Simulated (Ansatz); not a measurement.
Several settings on one geometry of [ReH9]2- (ReH9²⁻) (that of the charge -2 singlet, B3LYP-D4/def2-TZVPD). Ansatz on 4 threads of Arm Neoverse V1 on a shared host; times are rough.

```
atom   x (Å)   y (Å)   z (Å)
 Re1   0.000   0.000   0.000
  H2   0.872   1.449   0.003
  H3  -1.688   0.015  -0.005
  H4   0.845  -1.465   0.002
  H5   1.201  -0.012   1.242
  H6   1.208  -0.010  -1.235
  H7  -0.604   1.065   1.221
  H8  -0.597   1.067  -1.223
  H9  -0.623  -1.055   1.219
 H10  -0.616  -1.054  -1.224
```

Totals from different functionals, basis sets or treatments of relativity can't be compared as stabilities.

In the def2 sets Re takes a core potential; there is no spin–orbit coupling. Correlated methods freeze no core orbitals; core or outer-core shells of Re are correlated, in sets that lack core-valence functions. A multiply charged anion in the gas phase is held together partly by the finite basis. Removing one electron lowers the energy by 0.59 eV at PBE0-D4/def2-TZVPD, so it isn't bound.

Question: Give the basis size and estimate the energy, ⟨S²⟩ and time of these runs.

```
run                   method  charge    state                                                                                                                              further keys
  1      RKS revPBE/def2-SVP      -2  singlet          point_charges: [{charge: 1.00, position_ang: [5.554, 0.925, -0.829]}]; scf: {omitted_lower_state_checks: [starts]}; forces asked
  2  UKS CAM-B3LYP/def2-SVPD      -2  singlet                                                                                            scf: {lower_state_search: light}; forces asked
  3   RKS revPBE0/def2-mTZVP      -2  singlet                                                             final_grid: {core_spheres: 20, valence_spheres: 16, degree: 47}; forces asked
  4      RHF, rpa/def2-mTZVP      -2  singlet  final_grid: {core_spheres: 8, valence_spheres: 7, degree: 23}; nuclear_model: gaussian; electrons: all; scf: {lower_state_search: light}
```

Answer: 
| run | functions | energy (Eh) | ⟨S²⟩ | wall time |
| --- | --- | --- | --- | --- |
| 1 | 77 | -83.8048 | – | 0.75 s |
| 2 | 107 | -83.4763 | 0.00 | 1.9 s |
| 3 | 63 | -83.5523 | – | 1.2 s |
| 4 | 63 | -82.9025 | – | 0.4 s |

The highest occupied level of an anion often lies above zero with these methods, and sets without diffuse functions describe the outer electron poorly.
